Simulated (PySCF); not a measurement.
## Vertical excitation energies

C₄F₃N₃S.
Cartesian coordinates in Å at the GFN2-xTB level; atoms count from 1:
```
atom  x, y, z in Å
N1     4.057   -1.164    0.129
C2     2.994   -0.761   -0.002
C3     1.678   -0.287   -0.139
N4     1.305    0.645   -0.959
N5     0.032    0.916   -0.907
C6    -0.617    0.203   -0.048
C7    -2.088    0.326    0.199
F8    -2.343    0.650    1.476
F9    -2.657    1.248   -0.568
F10   -2.720   -0.836   -0.031
S11    0.364   -0.939    0.825
```

Computed with TDDFT CAM-B3LYP/def2-SVPD, vertical, gas phase, core orbitals frozen in the response in PySCF.

Question: What does the calculation give for the low-lying excited states?

Answer: 

```json
{"state": "S1", "E (eV)": "4.05", "E (kJ/mol)": "390", "λ (nm)": "306.5", "f": "0.0001", "symmetry": "–", "main configurations (H = HOMO, L = LUMO)": "H→L (98%)"}
{"state": "S2", "E (eV)": "5.43", "E (kJ/mol)": "524", "λ (nm)": "228.2", "f": "0.235", "symmetry": "A′", "main configurations (H = HOMO, L = LUMO)": "H-1→L (90%)"}
{"state": "S3", "E (eV)": "5.68", "E (kJ/mol)": "548", "λ (nm)": "218.4", "f": "0.0019", "symmetry": "–", "main configurations (H = HOMO, L = LUMO)": "H-3→L (61%), H→L+2 (35%)"}
{"state": "S4", "E (eV)": "5.77", "E (kJ/mol)": "557", "λ (nm)": "214.9", "f": "0.040", "symmetry": "A′", "main configurations (H = HOMO, L = LUMO)": "H-2→L (78%), H→L+1 (13%)"}
{"state": "S5", "E (eV)": "6.07", "E (kJ/mol)": "586", "λ (nm)": "204.3", "f": "0.0037", "symmetry": "A″", "main configurations (H = HOMO, L = LUMO)": "H→L+2 (59%), H-3→L (37%)"}
{"state": "S6", "E (eV)": "6.36", "E (kJ/mol)": "614", "λ (nm)": "194.9", "f": "0.0008", "symmetry": "–", "main configurations (H = HOMO, L = LUMO)": "H-4→L (78%)"}
{"state": "S7", "E (eV)": "6.60", "E (kJ/mol)": "636", "λ (nm)": "187.9", "f": "0.0012", "symmetry": "–", "main configurations (H = HOMO, L = LUMO)": "H-1→L+1 (69%), H-2→L+1 (10%), H-4→L (9%)"}
{"state": "S8", "E (eV)": "6.80", "E (kJ/mol)": "656", "λ (nm)": "182.3", "f": "0.0003", "symmetry": "–", "main configurations (H = HOMO, L = LUMO)": "H-2→L+1 (81%)"}
```

Triplets, Tamm–Dancoff:

```tsv
state	E (eV)	λ (nm)	main configurations (H = HOMO, L = LUMO)
T1	3.63	341.4	H→L (88%)
T2	3.63	341.4	H-1→L (86%)
T3	4.57	271.0	H-2→L (96%)
```

The lowest singlet lies at 4.05 eV (306 nm, ultraviolet) and is dark (f under 0.0005); its leading configuration is HOMO→LUMO (98%). The most intense listed level is S2 at 5.43 eV (228 nm, f = 0.235), 1.39 eV above S1. Löwdin shares by element: HOMO nitrogen 75% or more, carbon 16% or more; LUMO carbon 35% or more, sulfur 21%, nitrogen 13% or more (atoms not listed hold the other 31%). Weighted by f, the mean energy of these states is 5.50 eV. The listed states span 2.75 eV, and the widest gap between neighbours is 1.39 eV (S1 to S2). Orbital energies (eV): HOMO-3 -12.09, HOMO-2 -11.46, HOMO-1 -10.72, HOMO -10.32, LUMO -2.38, LUMO+1 -0.45, LUMO+2 -0.13. Symmetry labels in Cs follow from the direction of the transition dipole and are given only for states with f of 0.002 or more. Only the lowest 8 singlets were computed, as vertical energies without vibronic structure.
